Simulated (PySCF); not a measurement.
`F[C@@H]([SiH3])C[Si@@H](F)Cl`, C2H7ClF2Si2

Geometry (Å), atoms numbered from 1 in this order:
```xyz
14

F     0.437    1.727    0.091
C     0.556    0.407   -0.348
Si    2.369   -0.154   -0.035
C    -0.493   -0.436    0.371
Si   -2.262    0.179    0.038
F    -2.493   -0.005   -1.550
Cl   -3.606   -0.993    0.954
H     0.325    0.449   -1.419
H     3.250    0.799   -0.702
H     2.496   -1.500   -0.596
H     2.581   -0.162    1.411
H    -0.381   -1.469    0.035
H    -0.277   -0.425    1.441
H    -2.503    1.584    0.285
```

Level of theory: PySCF, GIAO PBE0/pcSseg-1 magnetisability, rotational g tensor and spin-rotation constants, non-relativistic, gas phase. Geometry: GFN2-xTB.

Problem. Give the nuclear spin-rotation constants along the inertial axes (H = +C I·J) beside the isotropic shieldings.

Solution. Rotational constants 3.0073, 0.5978, 0.5647 GHz. A star marks the isotopologue with that one atom substituted, in its own axes.
```csv
atom,isotope,Caa (kHz),Cbb (kHz),Ccc (kHz),mean (kHz),σ (ppm)
F1,19F,0.905,0.099,0.321,0.441,411.7
F6,19F,2.162,0.480,0.432,1.025,338.7
Cl7,35Cl,0.405,0.092,0.080,0.192,903.6
H8,1H,-0.248,-0.002,-0.026,-0.092,26.4
H9,1H,-0.044,-0.022,-0.054,-0.040,27.5
H10,1H,-0.283,-0.046,0.009,-0.107,27.9
H11,1H,-0.281,-0.016,-0.019,-0.105,27.9
H12,1H,-0.318,-0.055,-0.009,-0.127,30.5
H13,1H,-0.316,-0.025,-0.033,-0.124,30.2
H14,1H,-0.264,-0.023,0.002,-0.095,26.0
C2,13C*,0.875,0.166,0.093,0.378,100.5
Si3,29Si*,-1.573,-0.330,-0.327,-0.744,414.2
C4,13C*,0.452,0.103,0.090,0.215,156.5
Si5,29Si*,-1.958,-0.386,-0.365,-0.903,337.0
```
For the geometry as given, no vibrational averaging.

Problem. How do the rotational constants and the g tensor change when H8, H9, H10, H11, H12, H13, H14 are replaced by deuterium?

Solution. Constants 2.7208, 0.5635, 0.5324 GHz; g -0.0370, -0.0084, -0.0071, against -0.0406, -0.0090, -0.0074 before.
